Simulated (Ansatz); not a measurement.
Conformers of `O[SiH](O)N[SiH3]`, each relaxed with PBE0-D4/def2-TZVP in Ansatz. CBS adds the triple-zeta coupled-cluster correction to the MP2 limit.

Not all of them had a frequency check.

Conformer A:

Z-matrix (Å, degrees):
```
Si
O 1 1.645
N 1 1.708 2 114.2
O 1 1.636 2 104.0 3 118.8
H 1 1.481 2 110.5 3 -119.7
H 2 0.958 1 117.6 3 61.2
Si 3 1.728 1 129.3 2 -122.3
H 3 1.012 1 114.8 2 64.2
H 4 0.959 1 116.1 2 25.9
H 7 1.489 3 110.8 1 129.3
H 7 1.488 3 112.4 1 -110.6
H 7 1.484 3 107.6 1 9.8
```

Conformer B:

Z-matrix (Å, degrees):
```
Si
O 1 1.642
N 1 1.707 2 101.8
O 1 1.638 2 114.5 3 121.1
H 1 1.479 2 110.8 3 -123.2
H 2 0.957 1 118.1 3 160.6
Si 3 1.733 1 127.4 2 -15.4
H 3 1.009 1 116.9 2 168.1
H 4 0.959 1 116.9 2 -61.5
H 7 1.486 3 112.7 1 71.3
H 7 1.488 3 106.7 1 -169.8
H 7 1.485 3 111.6 1 -50.7
```

Problem. Which is lowest in electronic energy at CCSD(T)/CBS (frozen core, def2 sets), and by how much? (An estimate is asked.)

Solution. Ansatz gave: B; A lies 3.3 kJ/mol higher.

Problem. Give the energies relative to B (kJ/mol) with PBE-D4/def2-TZVPP, ωB97X-V/def2-TZVPP, ωB97M-V/def2-TZVPP, r2SCAN/def2-TZVPP, MP2/def2-TZVPP, HF/def2-QZVPP, HF/CBS(def2). (An estimate is asked.)

Solution. The calculation gave: 
```csv
level,A
PBE-D4/def2-TZVPP,3.2
ωB97X-V/def2-TZVPP,3.7
ωB97M-V/def2-TZVPP,3.8
r2SCAN/def2-TZVPP,3.5
MP2/def2-TZVPP,3.9
HF/def2-QZVPP,2.5
HF/CBS(def2),2.5
```
